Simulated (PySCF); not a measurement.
**K₃: from structure and modes to constants**

Computed with UPBE0 in PySCF with K def2-TZVP; no relativity; density-fitted integrals.

The doublet minimum has C2v symmetry. Masses (u): K 38.96371.

```xyz
3
charge 0 multiplicity 2, angstrom
K     0.0000   -2.1737    0.0000
K     2.6067    1.0868    0.0000
K    -2.6067    1.0868    0.0000
```

Harmonic wavenumbers (cm⁻¹): 31.0 (a1, ×1), 54.5 (b2, ×1), 82.7 (a1, ×1).

Problem. Find the principal moments of inertia and the rotational constants. What kind of rotor is it?

Solution. About the centre of mass I = 276.15, 529.52, 805.67 u Å². With B = 16.8576/I this gives 0.06105, 0.03184, 0.02092 cm⁻¹. The molecule is an asymmetric top with κ = -0.46.

Problem. Find the vibrational entropy and heat capacity at 298.15 K.

Solution. With u = 1.43878 ω/T, each mode gives S = R[u/(eᵘ−1) − ln(1−e⁻ᵘ)] and C = R u² eᵘ/(eᵘ−1)².
| ω (cm⁻¹) | u | S (J/(mol K)) | C (J/(mol K)) |
| --- | --- | --- | --- |
| 31.0 | 0.150 | 24.11 | 8.30 |
| 54.5 | 0.263 | 19.44 | 8.27 |
| 82.7 | 0.399 | 16.01 | 8.20 |
The sums over all modes are S = 59.6 and C = 24.8 J/(mol K); the softest mode gives 40 % of the entropy.

Problem. Give the standard entropy (298.15 K, 1 bar) by its translational, rotational, vibrational and spin parts, and Cp.

Solution. Sackur–Tetrode with M = 116.89 u gives 168.2; rotation with symmetry number 2 gives 120.0; vibration 59.6; spin R ln 2 = 5.8. The total is 353.6 J/(mol K), and Cp = 4 R + 24.8 = 58.0 J/(mol K).

Only a few start shapes were tried, so a lower isomer may exist.
